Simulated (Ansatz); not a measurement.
Ge₂O₂, relaxed as a singlet with RKS PBE-D4/def2-SVP in Ansatz, starting from the GFN1-xTB geometry. Force threshold 0.02 eV/Å.

The structure comes from a short search, and lower isomers may exist.

Start:

```xyz
4

Ge   -1.1509    0.6589   -0.0847
Ge    1.1891   -0.5916    0.0444
O     0.2082    0.5077    1.1364
O    -0.2464   -0.5751   -1.0961
```

```json
{"step": "1", "energy (eV)": "-117094.0836", "largest force component (eV/Å)": "0.932", "SCF passes": "26"}
{"step": "2", "energy (eV)": "-117094.1083", "largest force component (eV/Å)": "0.343", "SCF passes": "29"}
{"step": "3", "energy (eV)": "-117094.1145", "largest force component (eV/Å)": "0.021", "SCF passes": "28"}
{"step": "4", "energy (eV)": "-117094.1145", "largest force component (eV/Å)": "0.000", "SCF passes": "27"}
```

Force components are those of the run's own axes.

End:

```xyz
4

Ge   -1.1941    0.6383   -0.0661
Ge    1.1943   -0.6379    0.0659
O     0.2284    0.5435    1.1212
O    -0.2286   -0.5438   -1.1210
```

By distances, no bond broke or formed. The bond that changes most is Ge1–Ge2, from 2.66 to 2.71 Å (atoms count from 1). The end is the same structure that another start reached, the lowest one found.

No frequencies were taken in this run, so the end may be a saddle point.

It took 3.1 s on 4 threads of Arm Neoverse V2 on a shared host.
